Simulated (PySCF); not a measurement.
1,2,4-triazole (C₂H₃N₃), SMILES c1nc[nH]n1.

Geometry: TPSSh-D3(BJ)/def2-SVP.

All values below come from PySCF with PBE/def2-TZVP.

Symmetry labels are those of the subgroup Cs that the program uses (full group Cs).

Problem. List the valence orbital energies around the gap with their symmetry. (An estimate is asked for; the answer gives what the named calculation found.)

Solution. 
| orbital | symmetry | energy (eV) |
|---|---|---|
| HOMO−7 | A' | -14.11 |
| HOMO−6 | A' | -11.61 |
| HOMO−5 | A" | -11.54 |
| HOMO−4 | A' | -10.35 |
| HOMO−3 | A' | -7.90 |
| HOMO−2 | A" | -7.53 |
| HOMO−1 | A" | -6.74 |
| HOMO | A' | -6.56 |
| LUMO | A" | -1.06 |
| LUMO+1 | A" | 0.03 |
| LUMO+2 | A' | 0.07 |
| LUMO+3 | A' | 1.46 |
